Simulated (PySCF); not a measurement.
CH₈NPSi₂.
Cartesian coordinates in Å at the GFN2-xTB level; atoms count from 1:
```xyz
13
CH8NPSi2 angstrom
C      2.3292   -0.0396   -1.0155
P      1.1776    1.1386   -0.7820
N     -0.2243    0.3419   -0.2222
Si    -0.4769   -1.3848   -0.3221
Si    -1.4335    1.3655    0.5376
H      2.2070   -1.0906   -0.8209
H      3.2862    0.2749   -1.3961
H     -1.8964   -1.5975   -0.0638
H      0.3357   -2.0542    0.6967
H     -0.1104   -1.8026   -1.6738
H     -0.9565    2.7377    0.4068
H     -1.5428    0.9585    1.9393
H     -2.6991    1.1525   -0.1628
```

Computed at PBE0/pcSseg-1 (PySCF, non-relativistic), with Q(14N) = 0.02044 b: N3, 14N (I = 1): χzz = -2.733 MHz, η = 0.482.

Question: Where would the pure quadrupole (NQR) lines of 14N at N3 fall for the rigid, isolated species?

Answer: From ν± = (3/4)|χ|(1 ± η/3) and ν0 = |χ|η/2: ν+ 2.379 MHz, ν− 1.721 MHz, ν0 0.658 MHz (nitrogen bridging silicon atoms).

In a crystal, neighbours and librations shift these lines. GFN2-xTB bond lengths can be off by several hundredths of an ångström, more for odd bonds, and the gradients follow them. The small basis limits the accuracy of the gradients.

These values come from a run that also computed NMR shieldings. Hardware: Arm Neoverse V1, one thread, on a shared host. Cost: 23 s (with the writing of density and orbital grids), 0.67 GiB resident at most.

One conformer stands for the species.
